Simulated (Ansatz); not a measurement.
System: sum formula BNH2F2, net charge 0, singlet state. 
Coordinates optimised at B3LYP-D3(BJ)/def2-TZVP (Ansatz, a first-principles code):
SMILES: NB(F)F
```xyz
6

B      0.0183    -0.0197     0.0248
F      1.2393    -0.4934    -0.2319
F     -0.5103    -0.2912     1.2198
N     -0.6792     0.7310    -0.9204
H     -1.5987     1.0964    -0.7469
H     -0.2993     0.9462    -1.8251
```
Charge 0, spin multiplicity 1.

Basis-set convergence of Hartree-Fock and CCSD(T) correlation energies (hartree) with Ansatz. Valence correlation only, unless marked. Spin-orbit coupling is left out. No relativistic terms.

```json
[
 {"basis": "aug-cc-pVDZ", "functions": "110", "E(HF)": "-279.38899", "E(corr, CCSD(T))": "-0.69656"},
 {"basis": "aug-cc-pVTZ", "functions": "230", "E(HF)": "[?]", "E(corr, CCSD(T))": "[?]"}
]
```

Problem. What belongs in the gaps?

Solution. 
- aug-cc-pVTZ, E(HF): -279.47477
- aug-cc-pVTZ, E(corr, CCSD(T)): -0.86105
